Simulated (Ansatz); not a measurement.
Reaction (homolysis of the Al–Cl bond): `[SH][Al]([Cl])[Cl]` → `[SH][Al][Cl]`• + Cl•

Program: Ansatz. Geometries: PBE0-D4/def2-TZVP. ΔE: electronic, gas phase. CCSD(T)/CBS is the MP2 limit (def2-TZVPP, def2-QZVPP) plus CCSD(T) − MP2 in def2-TZVPP, frozen cores. This one scheme is used for every species, atoms too. Functionals use def2-TZVPP. Open shells (•) are unrestricted, without spin–orbit coupling. Spin–orbit coupling would lower the free atoms: a little for Cl. Each species was taken in one conformer, which may not be the lowest.

```csv
level,ΔE (kJ/mol)
BLYP,452.6
HF/CBS(def2),381.4
```

Question: What does CCSD(T)/CBS give? (Best estimate.)

Answer: Ansatz gave: +497.1 kJ/mol. The listed levels differ from it by -44.5, -115.7 kJ/mol.

Question: What do rigid-rotor, harmonic-oscillator terms from PBE0-D4/def2-TZVP frequencies (298.15 K, 1 bar) make of the CCSD(T)/CBS value? (Best estimate.)

Answer: Computed: ΔZPE = -5.6 kJ/mol, ΔH = +493.9 kJ/mol, ΔS = 135 J/(mol·K), ΔG = +453.6 kJ/mol. Open shells count their whole term as degenerate.

Largest T1 diagnostic among the species: 0.014.

The D4 term adds +8.5 kJ/mol with B3LYP and +4.7 kJ/mol with PBE0; it sums over pairs of atoms, weighted by their polarisabilities, and B3LYP, whose exchange is more repulsive, gets the larger term. In def2-TZVPP, CCSD(T) changes the Hartree–Fock value by +98.2 kJ/mol (the triples alone add +8.0 kJ/mol) and MP2 by +117.9 kJ/mol; breaking electron pairs costs correlation energy, which Hartree–Fock lacks.

B3LYP here is the variant with VWN-RPA as its local correlation; programs differ in this.

CCSD(T)/CBS has its own doubt, a few kJ/mol and more with outer-core shells, so smaller differences from it don't rank the levels.
